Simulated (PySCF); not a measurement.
Vertical excitations of a molecule C3H5, multiplicity 2 from PySCF with TDA-CAM-B3LYP/def2-SVPD, as energy in eV (oscillator strength): 3.05 (0.001), 4.76 (0.000), 4.88 (0.002), 6.60 (0.012), 7.14 (0.018), 7.34 (0.003), 7.35 (0.008), 7.44 (0.025), 7.59 (0.017), 7.61 (0.067). The structure is a stationary point at PBE0-D3(BJ)/def2-TZVP. One conformer was computed; it need not be the lowest.

Question: Which molecule gave these data?
A. [CH]=CC
B. C=[C]C
C. [CH2]C=C

Answer: A, [CH]=CC
